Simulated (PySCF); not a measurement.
## Magnetisability: `C1=CC(C[Se]C)=NO1`, C5H7NOSe

Geometry (Å), atoms numbered from 1 in this order:
```xyz
15

C     2.4692    0.2953   -0.2856
Se    1.7443   -0.9175    1.0553
C     0.1313   -1.4618    0.0263
C    -0.7749   -0.3099   -0.1037
C    -1.8007    0.1036    0.7900
C    -2.2771    1.2429    0.2209
O    -1.6084    1.5015   -0.9059
N    -0.6778    0.5394   -1.0981
H     1.6581    0.9200   -0.6537
H     2.9007   -0.2820   -1.0997
H     3.2339    0.9001    0.1929
H    -0.3270   -2.2733    0.5897
H     0.4809   -1.8081   -0.9453
H    -2.1091   -0.3753    1.6946
H    -3.0478    1.9330    0.5004
```

Computed with GIAO B97-2/pcSseg-1 magnetisability, rotational g tensor and spin-rotation constants, non-relativistic, gas phase (PySCF 2.14.0). Geometry: GFN2-xTB.

The calculation is non-relativistic, which matters for the atoms heavier than Zn.

What are the magnetisability and the molar susceptibility?

Isotropic -1493 × 10⁻³⁰ J/T², or -89.9 × 10⁻⁶ cm³/mol; principal values -1940, -1296, -1241 × 10⁻³⁰ J/T², anisotropy 673 × 10⁻³⁰ J/T² (root of half the summed squared differences of the principal values). The susceptibility is in cgs units.

Split it along the inertial axes a, b, c into diamagnetic and paramagnetic parts about the centre of mass, with the quadrupole moment.


| axis | χ (10⁻⁶ cm³/mol) | diamagnetic (10⁻⁶ cm³/mol) | paramagnetic (10⁻⁶ cm³/mol) | summed x² of all electrons (Å²) | quadrupole Θ (D Å) |
| --- | --- | --- | --- | --- | --- |
| a | -85.8 | -477.2 | 391.4 | 306.8 | -0.18 |
| b | -80.0 | -1460.7 | 1380.7 | 75.0 | +1.30 |
| c | -103.8 | -1619.8 | 1516.0 | 37.5 | -1.12 |

Anisotropies 2χaa − χbb − χcc = +12.3 and 2χbb − χaa − χcc = +29.6 × 10⁻⁶ cm³/mol. Θ is traceless in Buckingham's convention.

And the rotational g tensor?


| axis | rotational constant (GHz) | g | nuclear part | electronic part |
| --- | --- | --- | --- | --- |
| a | 3.4301 | -0.0281 | 0.6026 | -0.6308 |
| b | 0.7951 | -0.0090 | 0.5067 | -0.5157 |
| c | 0.7216 | +0.0004 | 0.5143 | -0.5139 |

Asymmetric top; isotopes 12C, 1H, 14N, 16O, 80Se; no vibrational averaging.
